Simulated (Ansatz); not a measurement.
Method: frozen-core CCSD(T)/def2-TZVPP // TPSS-D3(BJ)/def2-SVP (Ansatz, a first-principles code).

Ansatz 0.2 input:
```yaml
crystal:
  periodic: [false, false, false]
  atoms:
    - { symbol: Mo, position_ang: [-0.193139, 0.018758, 0.173294] }
    - { symbol: O, position_ang: [-1.469447, 0.369121, -1.249097] }
    - { symbol: H, position_ang: [-1.903657, -0.441054, -1.578433] }
    - { symbol: O, position_ang: [-0.852702, 0.715261, 1.845213] }
    - { symbol: H, position_ang: [-0.339992, 1.45805, 2.217241] }
    - { symbol: O, position_ang: [1.087906, -0.334997, -1.273093] }
    - { symbol: H, position_ang: [0.693808, -0.064496, -2.124902] }
    - { symbol: O, position_ang: [1.151617, -0.983473, 1.080722] }
    - { symbol: H, position_ang: [1.767601, -1.423784, 0.460758] }
    - { symbol: N, position_ang: [-1.397433, -1.544745, 0.42907] }
    - { symbol: H, position_ang: [-2.414559, -1.535549, 0.304595] }
    - { symbol: H, position_ang: [-1.14794, -2.22673, 1.153278] }
    - { symbol: N, position_ang: [0.392136, 1.91306, -0.014298] }
    - { symbol: H, position_ang: [-0.121294, 2.723903, 0.345135] }
    - { symbol: H, position_ang: [0.948695, 2.187773, -0.829363] }
basis:
  gaussian: { orbitals: def2-TZVPP }
correlation:
  method: ccsd_t
```

Output:

```
Functional definition: HF
2228 factors; integrals over basis functions are off by at most 8.8e-4 eV
mean field evaluation 1: about -13064.5825 eV, gradient 9.6e1 eV
mean field evaluation 2: about -13065.0002 eV, gradient 9.7e1 eV
mean field evaluation 4: about -13080.6826 eV, gradient 1.8e1 eV
mean field evaluation 8: about -13081.4256 eV, gradient 1.3e0 eV
mean field evaluation 16: about -13081.4341 eV, gradient 1.6e-6 eV
mean field evaluation 32: about -13073.6400 eV, gradient 1.7e1 eV
mean field -13081.43408600 eV, -480.7338357459 hartree, gradient 1.8e-6 eV, S^2 0.000000; 0 other end points of the search recorded, 0 dependent functions left out
6 core orbitals not correlated
reference -13081.43408600 eV, -480.7338357459 hartree; 28, 28 occupied and 320, 320 virtual orbitals, 2228 factors
second order -56.22032722 eV of doubles, -0.00000000 eV of singles
cycle   1  -51.78065430 eV  change     4.4e0 eV  update   3.6e-1
cycle   2  -54.15835072 eV  change    -2.4e0 eV  update   2.7e-1
cycle   3  -54.71770498 eV  change   -5.6e-1 eV  update   6.9e-2
cycle   4  -54.75856691 eV  change   -4.1e-2 eV  update   3.7e-2
cycle   5  -54.72910126 eV  change    2.9e-2 eV  update   1.5e-2
cycle   6  -54.72665446 eV  change    2.4e-3 eV  update   7.9e-3
cycle   7  -54.73088523 eV  change   -4.2e-3 eV  update   4.7e-3
cycle   8  -54.73007690 eV  change    8.1e-4 eV  update   2.4e-3
cycle   9  -54.72984054 eV  change    2.4e-4 eV  update   1.4e-3
cycle  10  -54.73260189 eV  change   -2.8e-3 eV  update   7.1e-4
cycle  11  -54.73198213 eV  change    6.2e-4 eV  update   4.5e-4
cycle  12  -54.73081188 eV  change    1.2e-3 eV  update   2.3e-4
cycle  13  -54.73149057 eV  change   -6.8e-4 eV  update   1.3e-4
cycle  14  -54.73113890 eV  change    3.5e-4 eV  update   8.5e-5
cycle  15  -54.73114658 eV  change   -7.7e-6 eV  update   3.9e-5
cycle  16  -54.73125565 eV  change   -1.1e-4 eV  update   2.2e-5
cycle  17  -54.73125249 eV  change    3.2e-6 eV  update   1.3e-5
perturbative correction -3.03628274 eV, -0.1115813325 hartree
Total energy: -13139.20162122 eV, -482.8567535091 hartree
```

Cost: roughly 6 core-hours.
